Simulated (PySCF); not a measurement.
# Electron correlation in Hf³⁺ (hafnium, charge +3)

[Xe] 4f14 5d1, 2D determinant. All numbers are calculated (PySCF 2.14, a scalar-relativistic core potential, in def2-TZVPPD with the def2 core potential (60 electrons) (6s5p3d2f1g, 59 functions)). Frozen: nothing; 9 electrons correlated.

```csv
level,correlation energy (mhartree)
CCSD,-164.23
(T),-2.49
CCSD(T),-166.72
```

Diagnostics: T1 = 0.0035, D1 = 0.0081, largest double amplitude 0.023.

Spin-orbit coupling, absent here, splits the open shell strongly.

Cost of the coupled-cluster step: about 11 core-seconds, for 9 correlated electrons.

Iterations:

```
CC2 = 0
CCSD nocc = (np.int64(5), np.int64(4)), nmo = (59, 59)
frozen orbitals [[], []]
max_cycle = 100
direct = 0
conv_tol = 1e-08
conv_tol_normt = 1e-06
diis_space = 8
diis_start_cycle = 0
Init t2, MP2 energy = -0.153713957761412
Init E_corr(UCCSD) = -0.153713957767148
cycle = 1  E_corr(UCCSD) = -0.162215586502022  dE = -0.00850162873  norm(t1,t2) = 0.021314
cycle = 2  E_corr(UCCSD) = -0.163831746714805  dE = -0.00161616021  norm(t1,t2) = 0.00462048
cycle = 3  E_corr(UCCSD) = -0.16423681441609  dE = -0.000405067701  norm(t1,t2) = 0.00123643
cycle = 4  E_corr(UCCSD) = -0.164235407422063  dE = 1.40699403e-06  norm(t1,t2) = 8.70653e-05
cycle = 5  E_corr(UCCSD) = -0.164233645109997  dE = 1.76231207e-06  norm(t1,t2) = 1.53542e-05
cycle = 6  E_corr(UCCSD) = -0.164233843758267  dE = -1.9864827e-07  norm(t1,t2) = 2.15883e-06
cycle = 7  E_corr(UCCSD) = -0.164233850963221  dE = -7.20495399e-09  norm(t1,t2) = 3.24231e-07
UCCSD converged
E(UCCSD) = -46.05262096028422  E_corr = -0.1642338509632212
UCCSD(T) correction = -0.00249088357472252
```

The basis has no tight functions for the innermost shells, so their pair energies are far from complete.

This basis was not built for core-valence correlation, so the inner-shell part is incomplete.
